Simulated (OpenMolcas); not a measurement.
## What dynamic correlation does to the levels of F3+

```yaml
Program: OpenMolcas
Basis: ANO-RCC-VDZP [3s2p1d]
Scalar_Hamiltonian: DKH2, point nucleus
Active_space: 4 electrons in 4 orbitals (2s 2p)
State_averaging: 2S+1 = 3 even, 3 roots; 2S+1 = 1 even, 6 roots; 2S+1 = 5 odd, 1 root; 2S+1 = 3 odd, 9 roots; 2S+1 = 1 odd, 8 roots
Spin-orbit_coupling: state interaction with AMFI integrals over the reference wave functions, term energies averaged over their components
```

Methods on the same reference wave functions:
A. CASSCF
B. SS-CASPT2, IPEA 0.25 Eh, imaginary shift 0.1 Eh (closed shells correlated: 1s)

Energies in cm-1 above 2s2 2p2 3P0, the measured ground level; measured values from Moore, Atomic Energy Levels, vol. I, NSRDS-NBS 35 (1971 reprint of NBS Circular 467, 1949).

```json
{"Level": "2s2 2p2 3P0", "A": "0.0", "B": "0.0", "Measured": "0.0"}
{"Level": "2s2 2p2 3P1", "A": "194", "B": "193", "Measured": "225"}
{"Level": "2s2 2p2 3P2", "A": "566", "B": "566", "Measured": "613"}
{"Level": "2s2 2p2 1D2", "A": "26094", "B": "25330", "Measured": "25241"}
{"Level": "2s2 2p2 1S0", "A": "47464", "B": "52010", "Measured": "53544"}
{"Level": "2s 2p3 5S* 2", "A": "66835", "B": "73900", "Measured": ""}
{"Level": "2s 2p3 3D* 2", "A": "152111", "B": "149520", "Measured": "147889"}
{"Level": "2s 2p3 3D* 1", "A": "152112", "B": "149520", "Measured": "147902"}
{"Level": "2s 2p3 3D* 3", "A": "152115", "B": "149520", "Measured": "147842"}
{"Level": "2s 2p3 3P* 0", "A": "177700", "B": "177680", "Measured": ""}
{"Level": "2s 2p3 3P* 1", "A": "177702", "B": "177680", "Measured": "175242"}
{"Level": "2s 2p3 3P* 2", "A": "177705", "B": "177690", "Measured": "175237"}
{"Level": "2s 2p3 1D* 2", "A": "244422", "B": "234920", "Measured": ""}
{"Level": "2s 2p3 3S* 1", "A": "252869", "B": "245380", "Measured": ""}
{"Level": "2s 2p3 1P* 1", "A": "269903", "B": "262790", "Measured": "257390"}
```

Deviations, from unrounded energies. A percentage is the sum of absolute deviations over the sum of measured energies, with the sign that they share, or ± where signs differ.

```
                        Against measurement  Levels     A     B
             mean absolute deviation (cm-1)      10  3700  1700
      fine structure of the ground term (%)       2  -9.3  -9.5
other terms of the ground configuration (%)       2  ±8.8  ±2.1
                   other configurations (%)       6  +2.9  +1.4
```

B lies closest to measurement on these levels. The largest miss of B in the table is 2s 2p3 1P* 1, by +5400 cm-1. The ranking rests on the paired levels alone, and a cruder setting can come out closer through cancelling errors.

From A to B the spin-free energies of the other terms of 2s2 2p2 shown, above 3P, scale by factors of 0.97 to 1.10.

The lowest spin-free term lies below A's lowest term by 0.047 hartree in B.

CASPT2 breaks the degeneracy within a term, and the mean is taken; among the terms shown or strongly mixed into the levels shown the widest spread is 180 cm-1 (2s 2p3 1D*, B). The basis is small and was not contracted for so high a charge. Computed and measured levels are paired by configuration, term and J; levels that our copy of the source lacks, or whose pairing is in doubt (as where it misses far off the trend of its configuration), stay unpaired and out of the deviations. Levels of configurations outside the active space are missing.

* marks odd parity.
